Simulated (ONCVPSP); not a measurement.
**chromium: what ONCVPSP 4.0.1 does with a changed input**

Command:

```bash
oncvpsp.x < Cr.dat > Cr.out
```

Input:

```
# ATOM AND REFERENCE CONFIGURATION
# atsym  z   nc   nv     iexc    psfile
  Cr 24.00    3    4  -116133      upf
#
#   n    l    f
    1    0    2.00
    2    0    2.00
    2    1    6.00
    3    0    2.00
    3    1    6.00
    3    2    5.00
    4    0    1.00
#
# PSEUDOPOTENTIAL AND OPTIMIZATION
# lmax
    2
#
#   l,   rc,      ep,       ncon, nbas, qcut
    0    1.20    0.00    4    8   12.30
    1    1.55    0.00    4    7   10.20
    2    2.25    0.00    4    9    8.20
#
# LOCAL POTENTIAL
# lloc, lpopt,  rc(5),   dvloc0
    4    5    1.10    0.00
#
# VANDERBILT-KLEINMAN-BYLANDER PROJECTORs
# l, nproj, debl
    0    3    3.60
    1    2    1.90
    2    2    2.10
#
# MODEL CORE CHARGE
# icmod, fcfact, rcfact
    3    2.50    1.40
#
# LOG DERIVATIVE ANALYSIS
# epsh1, epsh2, depsh
   -4.00    5.00    0.02
#
# OUTPUT GRID
# rlmax, drl
    1.00    0.01
#
# TEST CONFIGURATIONS
# ncnf
    4
# nvcnf
#   n    l    f
    4
    3    0    2.00
    3    1    6.00
    3    2    5.00
    4    0    0.00
#
    4
    3    0    2.00
    3    1    6.00
    3    2    4.00
    4    0    0.00
#
    4
    3    0    2.00
    3    1    6.00
    3    2    3.00
    4    0    0.00
#
    4
    3    0    2.00
    3    1    6.00
    3    2    4.00
    4    0    1.00
#
```

This is an input that runs to its end, with one change: rlmax set to 1 bohr.

Problem. How does the run end?

Solution. The program refuses the input: "test_data: must have rlmax>rcmax".

```
ONCVPSP  (Optimized Norm-Conservinng Vanderbilt PSeudopotential)
scalar-relativistic version 4.0.1

test_data: must have rlmax>rcmax
ERROR: test_data found   1 ERROR; stopping
```
